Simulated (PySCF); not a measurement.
# Induced dipoles and field energies

Compound: H7P3Si2.
Atom-mapped SMILES: `[SiH3:1][p:2]1[pH:3][p:4]1[SiH3:5]` (hydrogens: H6, H7, H8 on Si1; H9 on P3; H10, H11, H12 on Si5)

Structure used (GFN2-xTB), in Å, numbered top down from 1:
```
atom  x, y, z in Å
Si1    2.6675   -0.5731   -0.0268
P2     0.6441   -0.0932    0.8703
P3     0.3196    1.7870   -0.1441
P4    -0.5067   -0.0491   -0.9650
Si5   -2.5752   -0.2598   -0.0783
H6     2.4862   -1.4251   -1.2057
H7     3.3662   -1.2844    1.0466
H8     3.3469    0.6747   -0.3948
H9    -0.7721    2.1726    0.6419
H10   -3.4500   -0.3267   -1.2493
H11   -2.9324    0.8779    0.7821
H12   -2.5930   -1.5015    0.6972
```

Level: B3LYP/def2-SVPD (PySCF); nuclei fixed, core orbitals frozen in the response. Permanent dipole (-0.372, -0.050, 0.317) D (1 au = 2.5417 D). Static polarisability (au):

```
x   171.77  -2.31   5.77
y    -2.31 123.83  -0.72
z     5.77  -0.72 111.03
```

Only the terms in μ and α are kept: μ(F) = μ + αF and ΔE = −μ·F − ½ F·αF.

Problem. Apply 0.003 au along ±x, ±y and ±z in turn. Tabulate induced and total dipoles and both energy terms.

Solution. 
```json
{"field along": "+x", "induced x (D)": "1.310", "induced y (D)": "-0.018", "induced z (D)": "0.044", "total size (D)": "1.007", "−μ·F (kJ/mol)": "+1.153", "−½F·αF (kJ/mol)": "-2.029"}
{"field along": "−x", "induced x (D)": "-1.310", "induced y (D)": "0.018", "induced z (D)": "-0.044", "total size (D)": "1.704", "−μ·F (kJ/mol)": "-1.153", "−½F·αF (kJ/mol)": "-2.029"}
{"field along": "+y", "induced x (D)": "-0.018", "induced y (D)": "0.944", "induced z (D)": "-0.005", "total size (D)": "1.024", "−μ·F (kJ/mol)": "+0.155", "−½F·αF (kJ/mol)": "-1.463"}
{"field along": "−y", "induced x (D)": "0.018", "induced y (D)": "-0.944", "induced z (D)": "0.005", "total size (D)": "1.104", "−μ·F (kJ/mol)": "-0.155", "−½F·αF (kJ/mol)": "-1.463"}
{"field along": "+z", "induced x (D)": "0.044", "induced y (D)": "-0.005", "induced z (D)": "0.847", "total size (D)": "1.210", "−μ·F (kJ/mol)": "-0.982", "−½F·αF (kJ/mol)": "-1.312"}
{"field along": "−z", "induced x (D)": "-0.044", "induced y (D)": "0.005", "induced z (D)": "-0.847", "total size (D)": "0.675", "−μ·F (kJ/mol)": "+0.982", "−½F·αF (kJ/mol)": "-1.312"}
```

Problem. For the field (-0.0027, -0.0018, 0.0006) au, what is the induced dipole, and what angle does it make with the field?

Solution. αF = (-1.159, -0.552, 0.133) D, at 9.3° to the field. The polarisability along this direction, F·αF/F², is 151.86 au, against a mean of 135.54 au.

Problem. Which field along μ doubles the dipole in that direction (linear response)?

Solution. The polarisability along the dipole is 140.09 au, so F = 0.1933 au / 140.09 au = 0.0014 au = 0.07 V/Å; higher-order terms are ignored.

Problem. What field makes μF equal to kT at 100 K?

Solution. kT = 0.3167 × 10⁻³ Eh, so F = 0.00164 au = 8.42 MV/cm.

Problem. Induction energy −ᾱe²/2R⁴ of a unit charge at 12 Å, the molecule taken as a point?

Solution. R = 22.68 bohr, so the energy is −135.5/(2 × 22.68⁴) Eh = -0.673 kJ/mol. The charge–dipole term at its most favourable orientation, −μe/R², is -0.987 kJ/mol.

Geometry: GFN2-xTB; no solvent, vibrations or thermal averaging. GFN2-xTB frequencies show an imaginary mode (62i cm⁻¹), so this geometry is no minimum at that level.
